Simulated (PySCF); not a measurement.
Bonds (- single, = double, # triple, : aromatic): C1-C2, C2-C3, C3:C4, C4:C5, C5:N6, N6:C7, C7:C8, C8-Cl9, C8:C3. C1 carries H10, H11, H12; C2 carries H13, H14; C4 carries H15; C5 carries H16; N6 carries H17; C7 carries H18. Formal charges: N6 +1.

Total charge +1.

Geometry: PBE0-D3(BJ)/def2-SVP; GIAO shifts from PySCF 2.14, gas phase, non-relativistic, averaged over equivalent atoms.

At HF/pcSseg-1 (205 basis functions, 12 s wall time on 1 thread of an Intel Xeon 6975P-C, shared host):
```
      atoms  δ (ppm)
         C3    191.2
         C7    154.1
         C5    151.6
         C8    142.5
         C4    131.1
         C2     28.5
         C1     14.4
         N6    199.7
        Cl9    154.5
        H17    10.18
        H18     8.93
        H16     8.74
        H15     8.07
    H13/H14     3.16
H10/H11/H12     1.65
```

Shifts are taken against calculated references (same method and geometry level): TMS for ¹³C (190.85 ppm), ¹H (31.69 ppm); ¹⁵N (265.72 ppm) against NH3; HCl for ³⁵Cl (955.90 ppm).

Task: Estimate the result of repeating the calculation with PBE0/pcSseg-1.

Result: 
```tsv
atoms	δ at PBE0/pcSseg-1	change
C3	181.8	-9.4
C7	144.5	-9.6
C5	142.0	-9.6
C8	151.0	+8.5
C4	135.7	+4.6
C2	34.2	+5.7
C1	16.1	+1.7
N6	207.5	+7.8
Cl9	256.8	+102.3
H17	9.94	-0.24
H18	8.39	-0.54
H16	8.25	-0.49
H15	8.12	+0.05
H13/H14	3.24	+0.08
H10/H11/H12	1.60	-0.05
```

δ = σ(ref) − σ, references computed at the same level: TMS for ¹³C (σref 184.41), ¹H (σref 31.27); NH3 for ¹⁵N (σref 265.67); ³⁵Cl (σref 943.27) against HCl.

The largest change is at Cl9 (chlorine bonded to C). Cost: 205 basis functions, 25 s wall time on 1 thread of an Intel Xeon 6975P-C, shared host. The order of the carbon signals changes between the two levels.

Carbons that carry Cl, above all several Cl atoms, come out too deshielded, partly because spin–orbit coupling is missing. Experimental scales use liquid or dissolved standards, which lie at an offset from isolated NH3 (liquid NH3: subtract about 20 ppm). Unscaled 15N shifts of sp2 nitrogen come out 20 to 40 ppm too high even then.
